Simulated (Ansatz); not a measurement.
Ansatz (a quantum-chemistry and plane-wave program) input:

Ansatz 0.2 input:
```yaml
crystal:
  periodic: [false, false, false]
  atoms:
    - {symbol: Y, position_ang: [0.46271799, 0.32774803, -0.25988959]}
    - {symbol: O, position_ang: [-0.56370607, 1.57863538, -1.16077715]}
    - {symbol: Cl, position_ang: [-0.79625606, -1.49477978, 1.14246537]}
basis:
  gaussian:
    orbitals: def2-TZVPD
hamiltonian:
  xc: {name: wB97X-V}
total_charge: -1
magnetization: {spin_polarized: true, initial_magnetization: 1}
output: {forces: true}
```

### Question
Which total energy does the run end on?

### Answer
-573.82622 Eh (wB97X-V/def2-TZVPD). The basis has 126 functions.

The spin state was set by rule; other spins were not relaxed.
